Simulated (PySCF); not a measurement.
## Electronic structure of I⁺ (iodine, charge +1) at the B3LYP level

Configuration: [Kr] 4d10 5s2 5p4, high-spin 3P determinant. Calculation: PySCF 2.14, in x2c-SVPall; the spin-free X2C one-electron Hamiltonian (Gaussian nucleus).

```json
{
 "Total energy": "-7114.48 hartree",
 "One-electron energy": "-9730.78 hartree",
 "Hartree (Coulomb) energy": "2799.25 hartree",
 "Exchange-correlation energy": "-182.95 hartree",
 "⟨S²⟩": "2.0013",
 "⟨L²⟩": "2.006",
 "Sum of ⟨r⟩": "34.94 bohr",
 "Sum of ⟨r²⟩": "50.68 bohr²",
 "Traceless quadrupole moment −½Σ⟨3z² − r²⟩ along its main axis": "-2.48 e·bohr²",
 "Langevin diamagnetic susceptibility": "-40.1 ×10⁻⁶ cm³/mol",
 "Time after the integrals": "0.75 s of wall time on 1 thread of Neoverse-N1 (shared host)"
}
```

```
shell  electrons  mean orbital energy (eV)  spread (eV)  rms radius, mean of both spins (bohr)
 1s α          1                  -33009.9            0                                 0.0312
 1s β          1                  -33009.8            0                                 0.0312
 2s α          1                   -5130.0            0                                  0.127
 2s β          1                   -5129.9            0                                  0.127
 2p α          3                   -4610.0        0.106                                  0.113
 2p β          3                   -4609.9        0.039                                  0.113
 3s α          1                   -1053.1            0                                  0.335
 3s β          1                   -1053.0            0                                  0.335
 3p α          3                   -883.16        0.266                                  0.335
 3p β          3                   -883.06        0.173                                  0.335
 3d α          5                   -626.33        0.235                                  0.313
 3d β          5                   -626.25        0.179                                  0.313
 4s α          1                   -197.10            0                                  0.788
 4s β          1                   -196.89            0                                  0.788
 4p α          3                   -143.07        0.671                                  0.845
 4p β          3                   -142.84        0.459                                  0.845
 4d α          5                   -63.180        0.743                                  0.999
 4d β          5                   -62.906        0.548                                  0.999
 5s α          1                   -28.704            0                                   2.05
 5s β          1                   -26.741            0                                   2.05
 5p α          3                   -17.010        1.203                                   2.49
 5p β          1                   -15.544            0                                   2.49
```

Densities and radii are taken from the X2C orbitals without a picture-change correction, which distorts them close to the nucleus.
